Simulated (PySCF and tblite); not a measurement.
Results of a calculation; reference values are marked as such.
C9H9FO, numbered as in [CH2:1]=[CH:2][c:3]1[c:4]([OH:5])[cH:6][cH:7][cH:8][c:9]1[CH2:10][F:11].

Free energies: PBE0-D3(BJ)/6-31G* on GFN2-xTB structures plus GFN2-xTB thermal terms, symmetry and mirror images included. Conformers within 3 kcal/mol (GFN2-xTB free energy) were kept, 10 at most. GIAO shieldings: PBE0/6-31G*. Shifts are against TMS (¹H), TMS (¹³C), CFCl3 (¹⁹F) at the same level; of two unlike H on one atom, a is the less shielded. Codes: tblite and PySCF.

Problem. What shifts does this protocol give at 298.15 K under fast conformational exchange?

Solution. ¹H: 7.38 (H7, 1H), 7.11 (H2, 1H), 6.97 (H6, 1H), 6.96 (H8, 1H), 5.73 (H1a, 1H), 5.64 (H1b, 1H), 5.61 (H10, 2H) ppm. ¹³C: 146.6 (C4), 130.1 (C9), 129.3 (C2), 123.5 (C7), 116.5 (C3), 113.9 (C1), 113.2 (C8), 110.3 (C6), 82.2 (C10) ppm. ¹⁹F: -235.9 (F11) ppm.

Problem. How do the conformers differ?

Solution. Torsions listed: C1–C2–C3–C4, C3–C4–O5–H5, C3–C9–C10–F11. Of a mirror pair one member is shown.
```
conformer              shape  weight %
        1      50°, 2°, -69°      53.1
        2   -49°, -2°, -174°      43.0
        3    -130°, 2°, -90°       2.1
        4   137°, -179°, 92°       0.9
        5  -139°, 180°, 147°       0.8
```

Not shown: 1 more, 0.2 % in all.

```json
{"signal": "H1a", "1": "5.78", "2": "5.67", "3": "5.95", "4": "5.68", "5": "5.62", "average": "5.73"}
{"signal": "H1b", "1": "5.63", "2": "5.62", "3": "6.16", "4": "5.87", "5": "4.87", "average": "5.64"}
{"signal": "H2", "1": "7.48", "2": "6.66", "3": "6.79", "4": "7.28", "5": "7.34", "average": "7.11"}
{"signal": "H6", "1": "7.03", "2": "6.92", "3": "6.98", "4": "6.43", "5": "6.34", "average": "6.97"}
{"signal": "H7", "1": "7.32", "2": "7.45", "3": "7.45", "4": "7.27", "5": "7.34", "average": "7.38"}
{"signal": "H8", "1": "6.81", "2": "7.11", "3": "7.20", "4": "7.23", "5": "7.41", "average": "6.96"}
{"signal": "H10", "1": "5.54", "2": "5.70", "3": "5.55", "4": "5.62", "5": "5.85", "average": "5.61"}
{"signal": "C1", "1": "113.8", "2": "113.3", "3": "124.3", "4": "117.8", "5": "115.5", "average": "113.9"}
{"signal": "C2", "1": "130.5", "2": "128.4", "3": "121.8", "4": "125.9", "5": "127.1", "average": "129.3"}
{"signal": "C3", "1": "119.3", "2": "112.7", "3": "121.0", "4": "123.2", "5": "118.1", "average": "116.5"}
{"signal": "C4", "1": "146.9", "2": "146.2", "3": "147.6", "4": "147.2", "5": "146.7", "average": "146.6"}
{"signal": "C6", "1": "111.3", "2": "109.1", "3": "110.7", "4": "109.1", "5": "107.4", "average": "110.3"}
{"signal": "C7", "1": "123.1", "2": "124.0", "3": "123.3", "4": "121.7", "5": "122.5", "average": "123.5"}
{"signal": "C8", "1": "116.0", "2": "109.4", "3": "118.4", "4": "119.5", "5": "113.7", "average": "113.2"}
{"signal": "C9", "1": "128.9", "2": "131.4", "3": "129.1", "4": "129.3", "5": "132.6", "average": "130.1"}
{"signal": "C10", "1": "83.5", "2": "80.6", "3": "82.6", "4": "82.2", "5": "79.8", "average": "82.2"}
{"signal": "F11", "1": "-228.0", "2": "-247.9", "3": "-204.6", "4": "-208.4", "5": "-227.1", "average": "-235.9"}
```

Problem. Which signal moves most, for its nucleus, between 220 and 380 K through the change of populations alone?

Solution. H2: 7.13 ppm at 220 K, 7.12 ppm at 260 K, 7.11 ppm at 298.15 K, 7.10 ppm at 340 K, 7.09 ppm at 380 K.

The minima are those of GFN2-xTB; planar forms about aryl–S or allylic bonds may be saddles in DFT. H on N, O and S are left out: they exchange, and hydrogen bonds move them by several ppm. Unscaled ¹⁹F shifts at such levels can be off by tens of ppm; differences between conformers or isomers are more reliable. Shifts are unscaled: against experiment ¹³C can be off by 15 ppm or more and ¹H by 0.8 ppm.


Conformer gaps in 6-31G* on xTB geometries can be 2 kcal/mol off for S=O, P=O and other polar bonds.